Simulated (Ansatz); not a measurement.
```yaml
crystal:
  periodic: [false, false, false]
  atoms:
    - {symbol: F, position_ang: [-1.579021, -0.298005, 1.625741]}
    - {symbol: In, position_ang: [-1.697467, 0.551727, -0.076638]}
    - {symbol: C, position_ang: [0.178347, -0.807066, -0.881133]}
    - {symbol: B, position_ang: [1.342661, 0.127113, -0.264572]}
    - {symbol: S, position_ang: [1.477900, 0.388667, 1.473285]}
    - {symbol: H, position_ang: [-2.255607, 1.890899, -0.407782]}
    - {symbol: H, position_ang: [-0.006553, -1.056519, -1.984968]}
    - {symbol: H, position_ang: [0.035747, -1.682870, -0.119039]}
    - {symbol: H, position_ang: [1.798223, 0.822596, -1.074435]}
    - {symbol: H, position_ang: [0.797365, -0.183992, 1.931564]}
basis:
  gaussian: {orbitals: def2-SVP}
hamiltonian: {xc: {name: BLYP}}
relax: {f_tol: 0.0001, max_steps: 1}
```

```sh
$ ansatz run in.yaml --threads 4 --pin off --events-out ev --progress --plain --max-ram 10444MiB
```

Question: How does Ansatz answer? (An estimate is asked.)

Answer: Ansatz gave: The run did not converge.
```
Functional definition: BLYP
1271 factors; their error is unknown
mean field evaluation 1: about -20494.1619 eV, gradient 7.3e1 eV
mean field evaluation 2: about -20398.6662 eV, gradient 1.7e2 eV
mean field evaluation 4: about -20507.0107 eV, gradient 1.6e1 eV
mean field evaluation 8: about -20507.8195 eV, gradient 2.5e-1 eV
mean field evaluation 16: about -20507.7722 eV, gradient 7.8e-4 eV
mean field -20507.77215072 eV, -753.6467258717 hartree, gradient 6.2e-5 eV, S^2 0.000000; 0 other end points of the search recorded, 0 dependent functions left out
reference -20507.77252654 eV, -753.6467396828 hartree; 31, 31 occupied and 80, 80 virtual orbitals, 1271 factors
relax step   1: F+E_penalty+E_count = -20507.77215072 eV  Δ(F+E_penalty+E_count) = +0.000e0 eV  max|allowed force component| = 1.792e1 eV/Å  Δτ_max = 0.0000 Å  (29 SCF iters, accepted)
Error: geometry relaxation did not converge after 1 steps: max|allowed force component| = 1.79e1 eV/Å (threshold 1.0e-4). Raise `relax.max_steps` over both its present limit and 1, loosen `relax.f_tol`, or start from a geometry closer to equilibrium. Where this run's directory can be resumed (`checkpoint.write`), a resume goes on for up to `relax.max_steps` more
```
